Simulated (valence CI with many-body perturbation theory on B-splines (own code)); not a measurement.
**Nd⁺: calculated level list**

Method: relativistic CI+MBPT: five valence electrons over a frozen Dirac-Fock core [Xe], radial functions for each j: 7 s, 7 p, 7 d, 7 f, 4 g, 2 h, with the one-electron correlation potential Σ1, the two-electron term Σ2, the three-electron term Σ3, Breit, model QED; the open f shell's mean field enters the energy denominators; selected CI, second order for the rest, scaled by the run's own slope (own B-spline code, finite nucleus).

Against 20 measured levels this calculation errs by 362 cm⁻¹ on average and by 604 at most. These come from a selection out of the NIST Handbook of Basic Atomic Spectroscopic Data. Levels without a partner in it may be off by more, other configurations by several thousand cm⁻¹. Not all symmetries were solved, so the list stops early. Among the levels kept, up to 2100 cm⁻¹ of a level comes from second order outside the variational space, and about a tenth of that is noise between levels of different J, which matters for small intervals. Only levels of the ground parity were solved; by the run's estimate the other parity begins above the list, which can be wrong where configurations are misplaced.

Levels 1 to 21 of 21, with energies above the lowest level, 4f⁴6s ⁶I_7/2. "Leading %" is the weight of the configuration and term that name the level; weights of strongly mixed levels are sums over their largest components and can fall short. In the jj column 3d3/2^4 stands for four electrons in 3d with j = 3/2. Lifetimes count E1, E2, E3, M1 and M2 decay at the calculated energies, and are blank where another channel may lead or the interval is too uncertain; long ones can be off by a factor of two.

| No. | Configuration | Term | J | E (cm⁻¹) | Leading % | Leading jj | Lifetime |
| --- | --- | --- | --- | --- | --- | --- | --- |
| 1 | 4f⁴6s | ⁶I | 7/2 | 0.0 | 91 | 4f5/2^3 4f7/2 6s (38 %) |  |
| 2 | 4f⁴6s | ⁶I | 9/2 | 535 | 64 | 4f5/2^3 4f7/2 6s (42 %) | 114 s |
| 3 | 4f⁴6s | ⁶I | 11/2 | 1571 | 75 | 4f5/2^3 4f7/2 6s (57 %) |  |
| 4 | 4f⁴6s | ⁴I | 9/2 | 1733 | 64 | 4f5/2^3 4f7/2 6s (57 %) | 7.52 s |
| 5 | 4f⁴6s | ⁶I | 13/2 | 2811 | 83 | 4f5/2^2 4f7/2^2 6s (68 %) |  |
| 6 | 4f⁴6s | ⁴I | 11/2 | 3240 | 75 | 4f5/2^2 4f7/2^2 6s (64 %) |  |
| 7 | 4f⁴5d | ⁶L | 11/2 | 3833 | 91 | 4f5/2^3 4f7/2 5d3/2 (36 %) |  |
| 8 | 4f⁴6s | ⁶I | 15/2 | 4062 | 88 | 4f5/2 4f7/2^3 6s (47 %) | 6.65 s |
| 9 | 4f⁴6s | ⁴I | 13/2 | 4799 | 81 | 4f5/2^2 4f7/2^2 6s (44 %) |  |
| 10 | 4f⁴5d | ⁶L | 13/2 | 4954 | 92 | 4f5/2^3 4f7/2 5d3/2 (44 %) | 8.73 s |
| 11 | 4f⁴6s | ⁶I | 17/2 | 5438 | 92 | 4f5/2 4f7/2^3 6s (44 %) |  |
| 12 | 4f⁴5d | ⁶K | 9/2 | 5482 | 89 | 4f5/2^3 4f7/2 5d3/2 (31 %) |  |
| 13 | 4f⁴5d | ⁶L | 15/2 | 6170 | 94 | 4f5/2^2 4f7/2^2 5d3/2 (38 %) | 4.96 s |
| 14 | 4f⁴6s | ⁴I | 15/2 | 6311 | 86 | 4f5/2 4f7/2^3 6s (44 %) | 8.16 s |
| 15 | 4f⁴5d | ⁶K | 11/2 | 6500 | 89 | 4f5/2^3 4f7/2 5d3/2 (40 %) |  |
| 16 | 4f⁴5d | ⁶I | 7/2 | 7037 | 74 | 4f5/2^3 4f7/2 5d3/2 (36 %) | 18.4 s |
| 17 | 4f⁴5d | ⁶L | 17/2 | 7436 | 94 | 4f5/2^2 4f7/2^2 5d5/2 (44 %) | 4.38 s |
| 18 | 4f⁴5d | ⁶K | 13/2 | 7561 | 90 | 4f5/2^2 4f7/2^2 5d3/2 (35 %) | 6.48 s |
| 19 | 4f⁴5d | ⁶I | 9/2 | 8023 | 83 | 4f5/2^3 4f7/2 5d3/2 (43 %) |  |
| 20 | 4f⁴5d | ⁶G | 3/2 | 8123 | 88 | 4f5/2^4 5d5/2 (36 %) | 7.61 s |
| 21 | 4f⁴5d | ⁶G | 5/2 | 8254 | 61 | 4f5/2^3 4f7/2 5d5/2 (22 %) | 9.87 s |

Names give the largest LS component (configuration and term), which can be under half, so a name can repeat, a term be missing and a line seem to break the LS rules; names also repeat where a configuration has a term twice.

Where two levels of one J and parity lie close, their mixing, g and order are uncertain.

The ionisation energy to 4f⁴ ⁵I4 of the next ion comes out as 10.445 eV (NIST: 10.783 ± 0.02 eV (semi-empirical), further off than twice its uncertainty). All 21 levels together are meant to be complete up to 8282 cm⁻¹.
